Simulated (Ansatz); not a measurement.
Consider the redistribution: `C[SiH](F)Cl` + `O[Si]1([O][AlH2])CN1` → `C[Si](F)(Cl)[O][AlH2]` + `O[SiH]1CN1`.

Isolated molecules relaxed with PBE0-D4/def2-TZVP in Ansatz; ΔE leaves out vibrations. CCSD(T)/CBS adds triple-zeta CCSD(T) − MP2 to the extrapolated MP2 energy (def2 sets, frozen cores). DFT in def2-TZVPP. B3LYP here is the variant with VWN-RPA as its local correlation; programs differ in this. Each species was taken in one conformer, which may not be the lowest.

`C[SiH](F)Cl`:

Cartesian coordinates in Å:
```
C 0.312 0.307 -0.912
Si -0.257 -0.366 0.707
F 0.992 -0.950 1.507
Cl -1.076 1.123 1.845
H 0.770 -0.484 -1.511
H -0.531 0.720 -1.470
H 1.047 1.100 -0.761
H -1.256 -1.449 0.596
```

`O[Si]1([O][AlH2])CN1`:

Z-matrix (Å, degrees):
```
Si
O 1 1.614
N 1 1.681 2 118.3
O 1 1.632 2 109.0 3 -143.6
C 1 1.809 2 126.1 3 61.9
Al 2 1.702 1 140.4 3 -30.2
H 3 1.007 1 135.1 2 -136.2
H 4 0.959 1 115.8 2 -5.7
H 5 1.091 1 117.5 2 155.2
H 5 1.088 1 126.8 2 -1.8
H 6 1.578 2 119.0 1 -37.2
H 6 1.578 2 116.2 1 145.7
```

`C[Si](F)(Cl)[O][AlH2]`:

Cartesian coordinates in Å:
```
C 1.657 0.553 -0.949
Si 0.663 -0.244 0.377
F 1.111 -1.764 0.528
Cl 1.044 0.645 2.186
O -0.912 -0.200 0.085
Al -2.572 -0.342 0.403
H 1.474 0.056 -1.905
H 1.385 1.605 -1.049
H 2.723 0.491 -0.723
H -3.542 0.102 -0.758
H -3.031 -0.900 1.804
```

`O[SiH]1CN1`:

Z-matrix (Å, degrees):
```
Si
C 1 1.823
N 1 1.692 2 50.7
O 1 1.632 2 127.8 3 100.0
H 1 1.473 2 121.0 3 -109.4
H 2 1.088 1 125.1 3 -99.7
H 2 1.091 1 118.3 3 106.0
H 3 1.007 1 134.2 2 -110.9
H 4 0.960 1 116.6 2 -33.7
```

```tsv
level	ΔE (kJ/mol)
r2SCAN-D4	-20.9
PBE0-D4	-21.0
B3LYP-D4	-21.1
ωB97X-V	-19.8
ωB97M-V	-20.4
r2SCAN	-20.9
HF/CBS(def2)	-19.1
CCSD/CBS(def2)	-19.6
```

(1) What does CCSD(T)/CBS give? (Estimate.)

Largest T1 diagnostic among the species: 0.012.

Results:

(1) The calculation gave: -19.7 kJ/mol. The listed levels differ from it by -1.2, -1.3, -1.4, -0.1, -0.7, -1.2, 0.6, 0.1 kJ/mol.
